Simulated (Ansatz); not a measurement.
Input for Ansatz (an electronic-structure program): R-PBE/def2-TZVPPD on C3H8O (a complex), monomers drawn apart or pushed together. Files ending in .json are basis or fitting sets from the Basis Set Exchange.

Ansatz 0.2 input:
```yaml
crystal:
  periodic: [false, false, false]
  atoms:
    - {symbol: C, position_ang: [0.59472112, -0.26677288, -0.04863965]}
    - {symbol: C, position_ang: [-0.64630228, 0.20186714, -0.04426502]}
    - {symbol: H, position_ang: [0.81926557, -1.28237406, -0.35108271]}
    - {symbol: H, position_ang: [1.43606230, 0.34779284, 0.24828459]}
    - {symbol: H, position_ang: [-0.86957843, 1.21851583, 0.25619678]}
    - {symbol: H, position_ang: [-1.48794915, -0.41104566, -0.34311878]}
    - {symbol: C, position_ang: [0.12208971, 0.30022892, 5.69664919]}
    - {symbol: O, position_ang: [-0.34296749, -0.91042510, 5.12564266]}
    - {symbol: H, position_ang: [1.15878507, 0.52042582, 5.41523211]}
    - {symbol: H, position_ang: [0.08044851, 0.18288260, 6.77908380]}
    - {symbol: H, position_ang: [-0.50410669, 1.15686901, 5.42015702]}
    - {symbol: H, position_ang: [-0.31092113, -0.82160148, 4.16483841]}
basis:
  gaussian:
    orbitals: def2-TZVPPD.json
hamiltonian:
  xc: {name: PBE}
scf: {lower_state_search: off}
```

It printed:

```
WARN ansatz: RAYON_NUM_THREADS=1 ignored (pool sized by the plan → 1); use --threads N
Functional definition: PBE
these checks for a lower state are left out or cut short: stability, starts, cluster_reference, orbital_swaps, neighbouring_geometries, increment
integrals: 0.15 GiB planned
1178 factors; their error is unknown
mean field: 1.26 GiB planned
mean field evaluation 1: about -5267.7165 eV, gradient 8.2e1 eV
mean field evaluation 2: about -5235.1373 eV, gradient 1.4e2 eV
mean field evaluation 4: about -5282.4995 eV, gradient 1.2e1 eV
mean field evaluation 8: about -5282.7764 eV, gradient 2.0e-1 eV
mean field evaluation 16: about -5282.7330 eV, gradient 5.7e-4 eV
mean field -5282.73299029 eV, -194.1368566281 hartree, gradient 1.4e-6 eV, S^2 0.000000; 0 other end points of the search recorded, 0 dependent functions left out
reference -5282.73305164 eV, -194.1368588826 hartree; 17, 17 occupied and 270, 270 virtual orbitals, 1178 factors
Total energy: -5282.73305164 eV, -194.1368588826 hartree
Checks for a lower state left out: stability, starts, cluster_reference, orbital_swaps, neighbouring_geometries, increment
```

The run converged.

Cost: roughly 2.9 core-seconds.
